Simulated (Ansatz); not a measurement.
The first iterations of a band of F2H2O2Zr + H3P (11 atoms, charge 0, multiplicity 1).

Level of theory: RHF/def2-SVP in Ansatz.

| Property | Result |
| --- | --- |
| movable images | 7 |
| climbing image | yes |
| spring | 5.0 eV/Å² |
| optimiser | quadratic models (default) |
| start path | through a guess of the saddle point |
| force threshold | 0.05 eV/Å |
| iteration limit | 60 |
| end points | relaxed |

First end point:

```xyz
11
Properties=species:S:1:pos:R:3
Zr -0.452 0.154 -0.137
F -0.215 0.272 1.766
F 1.282 0.052 -0.959
O -1.345 1.732 -0.754
H -1.817 2.479 -1.074
O -1.452 -1.424 -0.559
H -1.975 -2.172 -0.785
P 2.409 -3.079 1.710
H 1.231 -3.614 1.139
H 2.720 -2.244 0.615
H 1.753 -2.078 2.461
```

Last end point:

```xyz
11
Properties=species:S:1:pos:R:3
Zr -0.054 -0.696 -0.385
F -0.756 -0.582 2.114
F 0.666 -0.887 -2.146
O -0.110 1.201 -0.129
H -0.263 2.122 -0.022
O -1.658 -1.742 -0.435
H -2.505 -2.147 -0.473
P 1.863 -1.860 1.169
H 1.992 -3.108 0.522
H 3.025 -1.253 0.647
H -0.060 -0.971 2.562
```

| iteration | highest image above the first end (eV) | largest band force component (eV/Å) |
| --- | --- | --- |
| 1 | 9.050 | 44.661 |
| 2 | 3.762 | 4.783 |
| 3 | 3.068 | 2.611 |
| 4 | 2.644 | 1.257 |
| 5 | 2.674 | 4.041 |
| 6 | 2.331 | 1.445 |
| 7 | 2.240 | 1.531 |
| 8 | 2.168 | 1.101 |
| 9 | 2.123 | 1.194 |
| 10 | 2.115 | 1.351 |
| 11 | 2.110 | 1.202 |
| 12 | 2.038 | 0.893 |
| 13 | 2.303 | 2.688 |
| 14 | 1.980 | 0.470 |
| 15 | 1.931 | 0.367 |
| 16 | 1.975 | 1.627 |
| 17 | 1.972 | 1.800 |

Q: Does the band converge within its limit, and where does its top end?

A: The run converged. It ended after 51 iterations with the highest image 2.187 eV above the first end. Neighbouring images differ by up to 1.9 eV, so the band resolves the path poorly. A vibrational analysis at the climbing image gives one clearly imaginary mode, 1387i cm⁻¹: a first-order saddle point. The orbitals stay closed-shell, which can raise the energy where a bond breaks towards radicals; this wasn't checked here.

The run took 16 min on 2 threads of Arm Neoverse V1, on a shared host, peak memory 0.38 GiB.
